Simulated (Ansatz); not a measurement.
`CC[O][Ti]([F])([O]CC)[O]CC`. Charge 0, multiplicity 1. Correlated methods include outer-core shells of Ti, which these sets cover unevenly. Scalar relativity is left out up to krypton.

Z-matrix (Å, degrees):
```
C
C 1 1.513
H 1 1.092 2 110.7
H 1 1.093 2 110.8 3 120.1
H 1 1.093 2 110.3 3 -120.1
O 2 1.396 1 112.3 3 -58.8
H 2 1.097 1 110.3 3 -179.8
H 2 1.096 1 110.3 3 62.0
Ti 6 1.775 2 151.3 1 -5.5
F 9 1.785 6 110.3 2 140.2
O 9 1.775 6 108.6 2 19.1
O 9 1.775 6 108.6 2 -98.8
C 11 1.396 9 151.2 6 -98.2
C 12 1.396 9 151.2 6 19.7
C 13 1.513 11 112.3 9 -6.3
H 13 1.096 11 108.3 9 -128.3
H 13 1.097 11 108.4 9 115.8
C 14 1.513 12 112.3 9 -6.1
H 14 1.097 12 108.4 9 116.0
H 14 1.096 12 108.3 9 -128.1
H 15 1.092 13 110.7 11 -58.9
H 15 1.093 13 110.8 11 61.2
H 15 1.093 13 110.3 11 -179.0
H 18 1.092 14 110.7 12 -58.8
H 18 1.093 14 110.8 12 61.2
H 18 1.093 14 110.3 12 -178.9
```

**Question.** Give the diagnostics of a CCSD(T)/def2-TZVPP run (frozen core, Ansatz 0.2.0). (An estimate is asked.)

**Answer.** Ansatz gave: T1 = 0.0199, largest single amplitude 0.047, largest double 0.022, (T) share of the correlation energy 4.3 %, 13 CCSD cycles. The RHF solution is stable towards an unrestricted one. T1 lies under the customary mark of 0.02 for closed shells.
